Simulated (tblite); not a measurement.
C2H5 (SMILES [CH2]C), doublet, geometry from GFN2-xTB; GFN1-xTB with ALPB(water) run with tblite 0.6.0.

tblite was given this input:
```
$ tblite run mol.xyz --method gfn1 --charge 0 --spin 1 --alpb water --json tblite.json --no-restart

# file mol.xyz
7

C     -0.02614715    -0.68564880    -0.01471818
C      0.00914777     0.78429993     0.01653914
H      0.98817534    -1.11000404    -0.01568722
H     -0.53087951    -1.08690884     0.86435588
H     -0.52155198    -1.05009079    -0.91400379
H      0.10921562     1.30609826     0.94783358
H      0.05703688     1.34899869    -0.89342413
```

Task: Predict the main parts of the log of this tblite run.

Result: 
```
xTB calculator
 | screened Coulomb repulsion
 | Coulomb electrostatics
 |  * isotropic Klopman-Ohno-Mataga-Nishimoto electrostatics
 |  * onsite third-order electrostatics
 | DFT-D3(BJ) dispersion correction
 | Interactions (3)
 | [1] alpb/gbsa reaction field model
 | [2] cds contribution to solvation
 | [3] empirical free energy shift and standard state/solvent correction

halogen bonding energy    0.0000000000000E+00 Eh
repulsion energy          1.0523515379416E-01 Eh
dispersion energy        -1.1163120324596E-03 Eh
interaction energy        2.1992366455224E-03 Eh
number of electrons       1.3000000000000E+01 e
integral cutoff           1.9731147476801E+01 bohr

------------------------------------------------------------
  cycle        total energy    energy error   density error
------------------------------------------------------------
      1     -6.835607952171  -6.9419260E+00   5.4712318E-01
      2     -6.836169722359  -5.6177019E-04   3.2655404E-01
      3     -6.836180985331  -1.1262972E-05   5.4476673E-03
      4     -6.836194617625  -1.3632294E-05   8.5121944E-04
      5     -6.836194989119  -3.7149430E-07   2.0171562E-04
      6     -6.836195001048  -1.1928983E-08   2.8989949E-05
      7     -6.836195001218  -1.7029045E-10   1.6144635E-06
------------------------------------------------------------

electronic energy        -6.9425130796256E+00 Eh
total energy             -6.8361950012184E+00 Eh

Post processing:
 | Mayer-Wiberg bond orders

[Info] JSON dump of results written to 'tblite.json'
```
